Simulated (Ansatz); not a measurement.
The molecule WCl, multiplicity 6 (lowest of 2S+1 = 2, 4, 6, 8 at CCSD(T)/def2-TZVPP on PBE0 minima; our sources give no spin for the ground state, which may be another). No spin–orbit coupling.

Seven points along R, fitted to fifth degree in 1/R; most abundant isotopes. In def2 and cc sets the state is the lowest found near the PBE0 minimum, followed along R.

Run with Ansatz (a program for electronic structure) with Gaussian orbitals.  In def2 rows elements past Kr take small-core potentials, without spin–orbit coupling.

Energies at r2SCAN/def2-TZVPP:

```csv
R (Å),E (hartree)
2.115014,-527.24439475
2.171869,-527.25043795
2.224176,-527.25340940
2.283306,-527.25439468
2.342435,-527.25339795
2.410661,-527.25038016
2.490259,-527.24503392
```

Task: With a reduced mass of 29.3832 u, find the minimum, the force constant and the constants.

Result: A fifth-degree polynomial in 1/R puts the minimum at r_e = 2.2806 Å with force constant 249 N/m. Then ω_e = (1/2πc)√(k/μ) = 379 cm⁻¹ and B_e = h/(8π²cμr_e²) = 0.1103 cm⁻¹; the cubic and quartic terms give α_e = 0.00044 and ω_e x_e = 1.1 cm⁻¹.
